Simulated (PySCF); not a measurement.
C2H10O2Si2, SMILES O[SiH2]CC[SiH2]O.

The structure is a stationary point at PBE0-D3(BJ)/def2-SVP. The structure was generated by enumeration, and PubChem lists no compound with its InChIKey, so it may never have been made. The values are those of a single conformer.

Two levels are set side by side: PBE/def2-TZVP (PySCF) and r2SCAN/def2-TZVP (PySCF). Same geometry, gas phase. Differences are taken from unrounded values.

```
quantity                     r2SCAN
---------------------------  ------
orbital gap (eV)               6.66
highest occupied level (eV)   -6.91
lowest empty level (eV)       -0.25
dipole moment (D)              2.75
mean polarisability (bohr³)    81.8
```

### Question
What does PBE give, and how far is it from r2SCAN? (The exact figures need the calculation; the answer reports its results.)

### Answer

```
quantity                       PBE  PBE minus r2SCAN
---------------------------  -----  ----------------
orbital gap (eV)              5.93             -0.72
highest occupied level (eV)  -6.62              0.30
lowest empty level (eV)      -0.68             -0.43
dipole moment (D)             2.69             -0.05
mean polarisability (bohr³)   84.4               2.6
```

Rough cost on one machine, each run with all the roots and properties that it gave: r2SCAN against PBE about 4 times.
